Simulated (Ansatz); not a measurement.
Cost and result for the atomization energy of CH₃B₂FO, SMILES `FB1CBO1` (8 atoms, 8 bonds).

Cartesian coordinates in Å:
```
F -0.109 -0.488 2.274
B 0.105 -0.169 1.020
C -0.553 -0.455 -0.377
B 0.512 0.683 -0.646
O 1.102 0.718 0.617
H -0.275 -1.418 -0.813
H -1.615 -0.285 -0.545
H 0.832 1.414 -1.531
```

Charge 0, multiplicity 1. Geometry: relaxed with PBE0-D4/def2-TZVP. Program: Ansatz. All runs use 2 threads of an Arm Neoverse V1 on a shared host. Times are those of one run each, without the atoms' runs, and a repeat can differ threefold. Electronic energies, without spin–orbit coupling; frozen cores. CCSD(T)/CBS adds CCSD(T) − MP2 in def2-TZVPP to the MP2 limit, and its time is that of the two runs behind it. T1 = 0.013. HSE06 is the plane-wave form, built on full-range PBE exchange.

CCSD(T)/CBS is a level of theory with its own doubt, some kJ/mol a heavy atom from the limit and from the frozen cores, so smaller differences don't rank the functionals.

| level | functions | wall time | atomization (kJ/mol) | difference from CCSD(T)/CBS | per bond |
| --- | --- | --- | --- | --- | --- |
| revPBE-D4/def2-TZVPP | 197 | 2.2 s | 3600.3 | 9.5 | 1.2 |
| PBE-D4/def2-TZVPP (with forces) | 197 | 2.8 s | 3710.6 | 119.8 | 15.0 |
| BHLYP-D4/def2-TZVPP | 197 | 3 s | 3495.6 | -95.2 | -11.9 |
| PBE0-D4/def2-TZVPP | 197 | 3.1 s | 3636.6 | 45.8 | 5.7 |
| HSE06-D4/def2-TZVPP | 197 | 3.2 s | 3639.9 | 49.1 | 6.1 |
| CCSD(T)/def2-SVP | 85 | 3.9 s | 3465.2 | -125.6 | -15.7 |
| r2SCAN-D4/def2-TZVPP (with forces) | 197 | 5.5 s | 3646.0 | 55.2 | 6.9 |
| ωB97X-V/def2-TZVPP | 197 | 8.5 s | 3613.1 | 22.3 | 2.8 |
| B97M-V/def2-TZVPP | 197 | 9.5 s | 3635.7 | 44.9 | 5.6 |
| ωB97M-V/def2-TZVPP (with forces) | 197 | 11 s | 3632.1 | 41.3 | 5.2 |
| MP2/def2-QZVPP | 375 | 20 s | 3686.2 | 95.4 | 11.9 |
| CCSD(T)/def2-TZVPP | 197 | 85 s | 3508.9 | -81.9 | -10.2 |
| CCSD(T)/CBS(def2) | – | 100 s | 3590.8 | 0.0 | 0.0 |

From PBE to PBE0 (25 % exact exchange), in def2-TZVPP and without D4, the atomization energy moves by −71.9 kJ/mol: exact exchange takes away binding that semilocal exchange gives to molecules. At CCSD(T), def2-SVP lies −125.7 kJ/mol from the extrapolated value and def2-TZVPP −81.9 kJ/mol: correlation converges slowly with the basis, and small sets miss more of it in the bonded molecule than in its fragments. Leaving LDA and LC-ωPBE aside and taking each functional with its dispersion term where it has one, the values spread over 215.0 kJ/mol, from BHLYP-D4 to PBE-D4. LDA lies +462.0 kJ/mol from PBE without D4, its usual overbinding.
